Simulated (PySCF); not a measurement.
# How methods differ on the excitation energy of Ga

Ga [Ar] 3d10 4s2 4p1 (2P) → Ga [Ar] 3d10 4s1 4p1 5s1 (4P), as a difference of total energies. All numbers are calculated (PySCF 2.14, the spin-free X2C one-electron Hamiltonian (Gaussian nucleus), in aug-cc-pVDZ-DK (6s5p3d, 36 functions)). Correlated levels: valence: [Ar] 3d10 frozen. The calculations carry no spin-orbit coupling.

```csv
method,excitation energy (cm⁻¹)
UHF,59544
LDA,75301
PBE,72836
PBE0,70812
r2SCAN,71578
MN15,73926
r2SCANh,71052
BLYP,75608
MP2 (valence),64735
SCS-MP2 (valence),66380
```

A first-order spin-orbit estimate (lowest level to lowest level, LS coupling) adds -0.018 eV.

The upper state lies above the first ionisation limit, but in LS coupling its spin forbids autoionisation to the ground ion. A Rydberg-like electron needs more diffuse functions than a valence basis has.

The promoted electron is Rydberg-like, and one or two diffuse shells describe it only roughly, which tends to raise the upper state.
